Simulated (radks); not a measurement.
The numbers below are computed, except where a source is named.
Task: These are the eigenvalues of the occupied orbitals of an atom or ion with whole-number occupations (eV). Code: a radial shooting solver on a logarithmic mesh with Libxc functionals. Model: Dirac Kohn-Sham, BLYP, spin-unpolarised, spherical densities, finite nucleus; Fermi nuclear charge, rms radius of each element as measured or else 0.836 A^(1/3) + 0.57 fm.

orbital  eigenvalue
1s1/2     -38809.35
2s1/2     -6249.308
2p1/2     -5899.608
2p3/2     -5486.254
3s1/2     -1404.500
3p1/2     -1256.950
3p3/2     -1176.369
3d3/2     -917.6757
3d5/2     -900.4276
4s1/2     -351.0913
4p1/2     -296.6828
4p3/2     -279.3830
4d3/2     -189.9509
4d5/2     -186.9148
5s1/2     -115.6593
5p1/2      -98.7549

Which element is it, and in what charge state? The configuration may be excited. Open shells, if any, fill j = l - 1/2 first.

Result: Z = 57, lanthanum, charge +7: La7+ in [Kr] 4d10 5s2 5p2. The list shows which subshells hold electrons but not how many an open one holds; the 1s level, -1426.2 hartree, gives Z - s = 53.4 by -(Z - s)^2/2, which with screening and relativity narrows Z to a few neighbours, and the depths of the outer levels then fix element, charge and occupations together.
